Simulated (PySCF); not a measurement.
Magnetic shielding above rings: a mixed set.

Probes without a nucleus sit at each ring's centroid and 1 Å off its mean plane on both sides; NICS is minus the shielding there, NICSzz its component along the normal. Level: GIAO PBE0/pcSseg-1 (PySCF, non-relativistic, gas phase) on the GFN2-xTB geometries, one conformer each. Atom numbers follow the mapped SMILES.

Task: Order these rings by mean NICS(1)zz, lowest (most negative) first (ppm).
A. ring C2–C3–C4–C5–C6–C7 in `[CH3:1][c:2]1[cH:3][cH:4][cH:5][cH:6][c:7]1[NH2:8]`
B. ring C3–C4–P6 in `[CH3:1][CH2:2][C@@H:3]1[C@H:4]([CH3:5])[P@H+:6]1[CH3:7]` (charge +1)
C. ring C3–C4–C5–C6–C7–C8 in `[H]/[N:1]=[CH:2]\[CH:3]1[CH:4]=[CH:5][CH2:6][CH:7]=[CH:8]1`
D. ring C2–C3–C4–C5–C8 in `[CH3:1][C:2]1=[CH:3][CH2:4][C@H:5]([C:6]#[N:7])[CH2:8]1`
E. ring C3–C4–C5–C6 in `[CH:1]#[C:2][C@H:3]1[CH2:4][CH2:5]/[C:6]1=[N:7]/[CH3:8]`
F. ring C7–C8–C9 in `[CH3:1][CH2:2][C:3]([F:4])([F:5])[O:6][c+:7]1[cH:8][c:9]1[F:10]` (charge +1)

Result: A (-25.8), B (-16.9), F (-14.6), D (-2.1), C (-0.4), E (2.0).

| SMILES | ring | NICS(0) | NICS(1) | NICS(1)zz | HOMA | rms pucker (Å) | ring atoms with four or more neighbours |
| --- | --- | --- | --- | --- | --- | --- | --- |
| Cc1ccccc1N | 6-membered carbocycle; formal bonds all aromatic | -8.7 | -10.6 | -25.8 | 0.98 | 0.00 | 0 |
| CC[C@@H]1[C@H](C)[P@H+]1C | 3-membered ring with P; formal bonds all single | -33.1 | -8.2 | -16.9 | – | 0.00 | 3 |
| CCC(F)(F)O[c+]1cc1F | 3-membered carbocycle; bonds drawn aromatic by RDKit's count | -28.8 | -10.3 | -14.6 | 0.90 | 0.00 | 0 |
| CC1=CC[C@H](C#N)C1 | 5-membered carbocycle; formal bonds 1 double, 4 single | -2.6 | -3.1 | -2.1 | – | 0.07 | 3 |
| [H]/N=C\C1C=CCC=C1 | 6-membered carbocycle; formal bonds 2 double, 4 single | 0.2 | -2.1 | -0.4 | – | 0.11 | 2 |
| C#C[C@H]1CC/C1=N/C | 4-membered carbocycle; formal bonds all single | 4.5 | -0.7 | 2.0 | – | 0.02 | 3 |

NICS(0) gives another order. The isotropic NICS(1) gives another order. HOMA uses Krygowski's 1993 parameters; it is left out where a ring has a four-coordinate atom, a triple bond, no multiple bond or a kind of bond without parameters. NICS(1) and NICS(1)zz are means over the two faces.
